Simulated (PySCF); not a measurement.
From one molecule to another.

First species: C6H10Cl2.
SMILES: `C/C=C(/C)CC(Cl)Cl`

Second species: C3H5FO2Si2.
SMILES: `O=C1O[SiH2]C=C1[SiH2]F`

Levels: PBE0/def2-SVPD for dipole moment, HOMO energy, LUMO energy, HOMO–LUMO gap, static isotropic polarisability and electronic spatial extent ⟨r²⟩ about the centre of nuclear charge; TDDFT PBE0/def2-SVPD for lowest singlet excitation; TDA PBE0/def2-SVPD for lowest triplet excitation (Tamm–Dancoff); GFN2-xTB for rotational constant A and rotational constant C. Geometries: GFN2-xTB. Each species is one conformer at its optimised geometry, gas phase, non-relativistic unless stated. Electronic properties by PySCF.

Dipoles, sizes and rotational constants follow the conformer. The torsions of the flexible species, by atom-mapped SMILES:
- `[CH3:1]/[CH:2]=[C:3](/[CH3:4])[CH2:5][CH:6]([Cl:7])[Cl:8]`: C2–C3–C5–C6 75°, C3–C5–C6–Cl7 -174°
- `[O:1]=[C:2]1[O:3][SiH2:4][CH:5]=[C:6]1[SiH2:7][F:8]`: C5–C6–Si7–F8 0°

```json
{"property": "dipole moment", "column X": "3.54 D", "column Y": "2.39 D"}
{"property": "HOMO energy", "column X": "-8.45 eV", "column Y": "-7.14 eV"}
{"property": "LUMO energy", "column X": "-2.29 eV", "column Y": "-0.27 eV"}
{"property": "HOMO–LUMO gap", "column X": "6.16 eV", "column Y": "6.87 eV"}
{"property": "lowest singlet excitation", "column X": "4.46 eV", "column Y": "6.04 eV"}
{"property": "lowest triplet excitation (Tamm–Dancoff)", "column X": "3.78 eV", "column Y": "4.21 eV"}
{"property": "static isotropic polarisability", "column X": "87.3 au", "column Y": "101.5 au"}
{"property": "electronic spatial extent ⟨r²⟩ about the centre of nuclear charge", "column X": "1454 bohr²", "column Y": "1640 bohr²"}
{"property": "rotational constant A", "column X": "2.720 GHz", "column Y": "1.784 GHz"}
{"property": "rotational constant C", "column X": "0.728 GHz", "column Y": "0.729 GHz"}
```

Problem. Which column belongs to which species?

Solution. Column X is the second species and column Y the first. The first has 18 atoms and 80 electrons, the second 13 and 76.

Problem. How does each property change from the first species to the second?

Solution. dipole moment +1.15 D; HOMO energy -1.31 eV; LUMO energy -2.02 eV; HOMO–LUMO gap -0.71 eV; lowest singlet excitation -1.58 eV; lowest triplet excitation (Tamm–Dancoff) -0.43 eV; static isotropic polarisability -14.2 au; electronic spatial extent ⟨r²⟩ about the centre of nuclear charge -186 bohr²; rotational constant A +0.936 GHz; rotational constant C -0.001 GHz.

On the first: A dipole of 2.39 D is allowed in C1, and pure rotational transitions are dipole-allowed. The principal polarisabilities are 84.0, 106.3 and 114.3 au; their mean is the isotropic value.

On the second: In wavenumbers S1 is 36000 cm⁻¹ (1 eV = 8065.54 cm⁻¹). The polarisability is 12.93 Å³ as a volume (1 au = 0.148185 Å³), or 1.15 au for each of the 76 electrons.
